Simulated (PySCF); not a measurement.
C6H5Br.
SMILES: `Brc1ccccc1`

The calculation used PBE0-D3(BJ)/def2-SVP geometry optimisation, gas phase in PySCF.

Take the most abundant isotopes and a rigid rotor. 

(1) Give the principal moments of inertia and the rotational constants in MHz.

(2) Classify the top.

(3) Is it planar, by Δ = Ic − Ia − Ib?

(4) Give the coordinates in the principal-axis frame, origin at the centre of mass.

(5) List the rotational levels J(Ka,Kc) to J = 4 (MHz).

(6) Which lines would a microwave search look for?

(7) Estimate the classical rotational partition function at 10 K, 200 K and 500 K.

Answers

(1) Ia = 88.97, Ib = 507.87, Ic = 596.84 u·Å²; 505379 MHz·u·Å²/I gives A = 5680, B = 995.1, C = 846.8 MHz.

(2) A near-prolate asymmetric top. Ray's parameter κ = (2B − A − C)/(A − C) = -0.939; −1 is the prolate and +1 the oblate limit.

(3) Planar: Δ = Ic − Ia − Ib = 0.00 u·Å². For a rigid frame Δ = −2 Σ m c², so it vanishes when all atoms lie in the ab plane; here none is more than 0.01 Å from it.

(4) The sense of each axis is arbitrary; atoms in the order of the calculation.
```csv
atom,mass (u),a (Å),b (Å),c (Å)
Br1,78.918,1.633,0.000,0.000
C2,12.000,-0.256,0.000,0.001
C3,12.000,-0.941,1.214,0.000
C4,12.000,-2.335,1.206,0.000
C5,12.000,-3.035,0.000,-0.001
C6,12.000,-2.335,-1.206,0.000
C7,12.000,-0.941,-1.214,0.000
H8,1.008,-0.387,2.154,0.000
H9,1.008,-2.876,2.155,0.000
H10,1.008,-4.127,0.000,-0.002
H11,1.008,-2.876,-2.155,0.000
H12,1.008,-0.387,-2.154,0.001
```

(5) Above 0(0,0):
J = 1: 1(0,1) 1842, 1(1,1) 6527, 1(1,0) 6676
J = 2: 2(0,2) 5522, 2(1,2) 10063, 2(1,1) 10508, 2(2,1) 24564, 2(2,0) 24567
J = 3: 3(0,3) 11034, 3(1,3) 15363, 3(1,2) 16253, 3(2,2) 30089, 3(2,1) 30106, 3(3,1) 53889, 3(3,0) 53889
J = 4: 4(0,4) 18367, 4(1,4) 22427, 4(1,3) 23910, 4(2,3) 37454, 4(2,2) 37506, 4(3,2) 61263, 4(3,1) 61263, 4(4,1) 94573, 4(4,0) 94573

(6) The dipole components are |μa| = 1.62 D, |μb| = 0.00 D, |μc| = 0.00 D; the symmetry axis of this C2v structure is a, so μb and μc vanish by symmetry and there are no b-type or c-type lines. Some lines, for components of 0.1 D or more:

```csv
type,branch,"J(Ka,Kc)",MHz,lower level (cm⁻¹)
a,Q,"2(1,1) ← 2(1,2)",445,0.336
a,Q,"3(1,2) ← 3(1,3)",890,0.512
a,Q,"4(1,3) ← 4(1,4)",1483,0.748
a,R,"1(0,1) ← 0(0,0)",1842,0.000
a,R,"2(1,2) ← 1(1,1)",3535,0.218
a,R,"2(0,2) ← 1(0,1)",3680,0.061
a,R,"2(1,1) ← 1(1,0)",3832,0.223
a,R,"3(1,3) ← 2(1,2)",5301,0.336
a,R,"3(0,3) ← 2(0,2)",5512,0.184
a,R,"3(2,2) ← 2(2,1)",5526,0.819
a,R,"3(2,1) ← 2(2,0)",5539,0.819
a,R,"3(1,2) ← 2(1,1)",5746,0.350
a,R,"4(1,4) ← 3(1,3)",7064,0.512
a,R,"4(0,4) ← 3(0,3)",7333,0.368
a,R,"4(2,3) ← 3(2,2)",7365,1.004
a,R,"4(3,2) ← 3(3,1)",7374,1.798
a,R,"4(3,1) ← 3(3,0)",7374,1.798
a,R,"4(2,2) ← 3(2,1)",7399,1.004
a,R,"4(1,3) ← 3(1,2)",7657,0.542
```

(7) Point group C2v, symmetry number σ = 2; q = (√π/σ)·√((kT/h)³/(ABC)), k/h = 20836.6 MHz/K: 1220 at 10 K, 109000 at 200 K, 431000 at 500 K.

Not checked by PBE0-D3(BJ)/def2-SVP frequencies. These are rigid-rotor constants of the computed structure; measured ground-state constants (B0) also hold zero-point vibration. Quadrupole hyperfine structure (79Br) is left out.

Hardware: one thread of an Arm Neoverse V1, shared host with 32 logical CPUs at a one-minute load of 7.4. Cost: 73 s of wall time, 0.55 GiB resident at most. This is the geometry optimisation.
